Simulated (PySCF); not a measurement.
PySCF input file for HfIH₃, SMILES [I][HfH3], multiplicity 1, TDDFT-CAM-B3LYP/def2-TZVPD. Coordinates come from a B3LYP-D3(BJ)/def2-TZVP optimisation. The spin state was assumed, not searched. The def2 effective core potentials stand for the cores of Hf, I; spin–orbit coupling is left out.

```python
import numpy as np
from pyscf import gto, scf, dft, tdscf

mol = gto.M(
    atom='''
    Hf   -0.00000000   -0.00000000    1.10798422
    I    -0.00000000    0.00000000   -1.60470744
    H    -1.49305413    0.86201520    1.75821007
    H     0.00000001   -1.72403040    1.75821007
    H     1.49305412    0.86201521    1.75821007
    ''',
    basis='def2-TZVPD',
    ecp={'Hf': 'def2-tzvp', 'I': 'def2-tzvp'},
    charge=0,
    spin=0,
    symmetry=True,
    max_memory=1600,
    verbose=4,
)
mf = dft.RKS(mol, xc='cam-b3lyp').density_fit(auxbasis='def2-universal-jkfit')
mf.grids.level = 3
mf.conv_tol = 1e-9
mf.max_cycle = 100
mf.kernel()
mf.grids = dft.Grids(mol).set(level=1).build(with_non0tab=True)  # coarser grid for the response kernel
td = tdscf.TDDFT(mf)
td.singlet = True
td.nstates = 10
td.conv_tol = 1e-4
td.positive_eig_threshold = 1e-6
td.kernel(x0=td.get_init_guess(mf, 15))
td.analyze()
tt = tdscf.TDA(mf)
tt.singlet = False
tt.nstates = 4
tt.conv_tol = 1e-4
tt.positive_eig_threshold = 1e-6
tt.kernel(x0=tt.get_init_guess(mf, 9))
tt.analyze(verbose=3)
```

Log of the run:

```
PySCF version 2.14.0

[INPUT] verbose = 4
[INPUT] num. atoms = 5
[INPUT] num. electrons = 40
[INPUT] charge = 0
[INPUT] spin (= nelec alpha-beta = 2S) = 0
[INPUT] symmetry True subgroup None
[INPUT] Mole.unit = angstrom
[INPUT] Symbol           X                Y                Z      unit          X                Y                Z       unit  Magmom
[INPUT]  1 Hf     0.000000000000   0.000000000000   1.107984220000 AA    0.000000000000   0.000000000000   2.093786726140 Bohr   0.0
[INPUT]  2 I      0.000000000000   0.000000000000  -1.604707440000 AA    0.000000000000   0.000000000000  -3.032457571652 Bohr   0.0
[INPUT]  3 H     -1.493054130000   0.862015200000   1.758210070000 AA   -2.821463394851   1.628972643212   3.322535501752 Bohr   0.0
[INPUT]  4 H      0.000000010000  -1.724030400000   1.758210070000 AA    0.000000018897  -3.257945286424   3.322535501752 Bohr   0.0
[INPUT]  5 H      1.493054120000   0.862015210000   1.758210070000 AA    2.821463375953   1.628972662109   3.322535501752 Bohr   0.0

nuclear repulsion = 79.8951120864255
point group symmetry = C3v, use subgroup Cs
symmetry origin: [ 0.00000000e+00  1.47634854e-10 -3.98614095e-09]
symmetry axis x: [ 8.66025403e-01  5.00000002e-01 -3.82744892e-11]
symmetry axis y: [3.21916580e-21 7.65489781e-11 1.00000000e+00]
symmetry axis z: [ 5.00000002e-01 -8.66025403e-01  6.62933596e-11]
num. orbitals of irrep A' = 84
num. orbitals of irrep A" = 45
number of shells = 49
number of NR pGTOs = 202
number of NR cGTOs = 129
basis = def2-TZVPD
ecp = {'Hf': 'def2-tzvp', 'I': 'def2-tzvp'}


[settings echo left out]
init E= -285.873246837322
HOMO (A") = -0.692202338679632  LUMO (A') = -0.585265622655238  gap/eV = 2.90990
cycle= 1 E= -345.775578298203  delta_E= -59.9  |g|= 3.27  |ddm|= 20.3
HOMO (A") = -0.0402943842940631  LUMO (A') = -0.0345450192623789  gap/eV = 0.15645
cycle= 2 E= -343.942317576674  delta_E= 1.83  |g|= 3.85  |ddm|= 8.41
HOMO (A') = -0.215802817659686  LUMO (A') = -0.0506316221158345  gap/eV = 4.49454
cycle= 3 E= -347.24436089705  delta_E= -3.3  |g|= 0.829  |ddm|= 4.11
HOMO (A') = -0.340165744016001  LUMO (A') = -0.117362719440698  gap/eV = 6.06278
cycle= 4 E= -347.444657433043  delta_E= -0.2  |g|= 0.451  |ddm|= 1.75
HOMO (A') = -0.326180724129963  LUMO (A') = -0.0500901255418184  gap/eV = 7.51281
cycle= 5 E= -347.486885751098  delta_E= -0.0422  |g|= 0.126  |ddm|= 0.502
HOMO (A") = -0.345709141739885  LUMO (A') = -0.0448988025611257  gap/eV = 8.18547
cycle= 6 E= -347.490040876909  delta_E= -0.00316  |g|= 0.0181  |ddm|= 0.106
HOMO (A") = -0.351358794919595  LUMO (A') = -0.0451102399803274  gap/eV = 8.33345
cycle= 7 E= -347.490197643192  delta_E= -0.000157  |g|= 0.00601  |ddm|= 0.0406
HOMO (A") = -0.350036840281944  LUMO (A') = -0.0446412561065588  gap/eV = 8.31024
cycle= 8 E= -347.490208842581  delta_E= -1.12e-05  |g|= 0.00161  |ddm|= 0.0109
HOMO (A") = -0.349890513981245  LUMO (A') = -0.0449629695758545  gap/eV = 8.29750
cycle= 9 E= -347.490210053096  delta_E= -1.21e-06  |g|= 0.000447  |ddm|= 0.0039
HOMO (A") = -0.349830663545407  LUMO (A') = -0.0449405520315367  gap/eV = 8.29648
cycle= 10 E= -347.490210150034  delta_E= -9.69e-08  |g|= 8.05e-05  |ddm|= 0.000924
HOMO (A") = -0.349830061642708  LUMO (A') = -0.0449386030651539  gap/eV = 8.29652
cycle= 11 E= -347.490210157232  delta_E= -7.2e-09  |g|= 2.29e-05  |ddm|= 0.000297
HOMO (A") = -0.34983076181589  LUMO (A') = -0.0449341743698709  gap/eV = 8.29666
cycle= 12 E= -347.490210157565  delta_E= -3.34e-10  |g|= 3.63e-06  |ddm|= 5.39e-05
HOMO (A") = -0.349830822234748  LUMO (A') = -0.0449348866769777  gap/eV = 8.29664
Extra cycle  E= -347.490210157575  delta_E= -9.38e-12  |g|= 3.45e-06  |ddm|= 8.89e-06
converged SCF energy = -347.490210157575
tot grids = 24288
Overwritten attributes  positive_eig_threshold  of <class 'pyscf.tdscf.rks.TDDFT'>


******** <class 'pyscf.tdscf.rks.TDDFT'> for <class 'pyscf.df.df_jk.DFSymAdaptedRKS'> ********
nstates = 10 singlet
deg_eia_thresh = 1.000e-03
wfnsym = None
conv_tol = 0.0001
eigh lindep = 1e-12
eigh level_shift = 0
eigh max_cycle = 100


[traceback left out]
ValueError: could not broadcast input array from shape (748,) into shape (752,)
```

The run crashed.
